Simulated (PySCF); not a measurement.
## Correlation energy of Cl (chlorine, neutral)

[Ne] 3s1 3p6, 2S determinant (an excited configuration). Calculation: PySCF 2.14, in x2c-QZVPPall; scalar relativity by spin-free X2C-1e. Frozen: [Ne]; 7 electrons correlated.

MP2 pair energies summed by pair of shells (mhartree):

```
 pair   energy  share (%)
3p-3p  -237.75       89.2
3s-3p   -28.91       10.8
```

Total MP2 correlation energy: -266.67 mhartree.

Same-spin part -49.07 and opposite-spin part -217.60 mhartree; SCS-MP2 scales them by 1/3 and 6/5 to -277.47 mhartree.
